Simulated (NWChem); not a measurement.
# VOF₂, doublet; SMILES [V](=[O])([F])[F]

All runs: NWChem. Spin-unrestricted. In the optimisation the excess spin sits in b1 (C2v, its own frame). The spin multiplicity was typed, not searched, and may not be the lowest. No stability test was run on the SCF state. The level has its own optimisation; frequencies are unscaled.

Question: Estimate the computed values for PBE0/def2-SVP. Quantities: r O–V (Å); r F–V (Å); highest harmonic frequency (cm⁻¹); lowest (cm⁻¹); zero-point energy (kcal/mol); dipole (D).

Answer: 
```yaml
r O–V (Å): 1.792
r F–V (Å): 1.760
highest harmonic frequency (cm⁻¹): 794
lowest (cm⁻¹): 66
zero-point energy (kcal/mol): 3.5
dipole (D): 1.61
```
